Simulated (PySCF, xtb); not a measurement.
CH4BClO2, SMILES COB(Cl)O.

GFN2-xTB run with xtb at its own geometry gives an orbital gap of 6.71 eV and a dipole moment of 3.19 D.

Coordinates come from a PBE0-D3(BJ)/def2-SVP optimisation. One conformer was computed; it need not be the lowest.

**Question.** What does PBE/def2-TZVP (PySCF) give? (Estimate from the structure and the level; the computed values follow.)

**Answer.** gap 7.16 eV (levels -7.26 and -0.10 eV), dipole 1.84 D.
